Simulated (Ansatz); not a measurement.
Two isomers of C2H6OSn: A = `[CH3][SnH]1[CH2][O]1`, B = `C[C](=O)[SnH3]`.

Gas-phase electronic energies from Ansatz, PBE0-D4/def2-TZVP geometries. CCSD(T)/CBS is the MP2 limit (def2-TZVPP, def2-QZVPP) plus CCSD(T) − MP2 in def2-TZVPP, frozen cores. DFT in def2-TZVPP. def2 core potentials past Kr. For Sn outer-core shells are correlated without core-valence functions, which leaves a few kJ/mol of doubt a bond.

Task: Which isomer does CCSD(T)/CBS put lower? Give the gap. (Best estimate.)

Result: Ansatz gave: B, by 21.3 kJ/mol.

Task: Give E(B) − E(A) in kJ/mol with r2SCAN-D4, PBE0-D4, PBE-D4, CCSD/def2-TZVPP, CCSD(T)/def2-TZVPP, MP2/def2-TZVPP, ωB97M-V. (Best estimate.)

Result: Ansatz gave: r2SCAN-D4 -23.2, PBE0-D4 -33.8, PBE-D4 -21.0, CCSD/def2-TZVPP -47.2, CCSD(T)/def2-TZVPP -35.3, MP2/def2-TZVPP -17.7, ωB97M-V -47.5. None reverses the order clearly.

Largest T1 diagnostic: 0.017.

From PBE to PBE0 (25 % exact exchange), in def2-TZVPP and without D4, E(B) − E(A) moves by −12.8 kJ/mol. In def2-TZVPP, CCSD(T) changes the Hartree–Fock value by +61.1 kJ/mol (the triples alone add +11.9 kJ/mol) and MP2 by +78.7 kJ/mol.
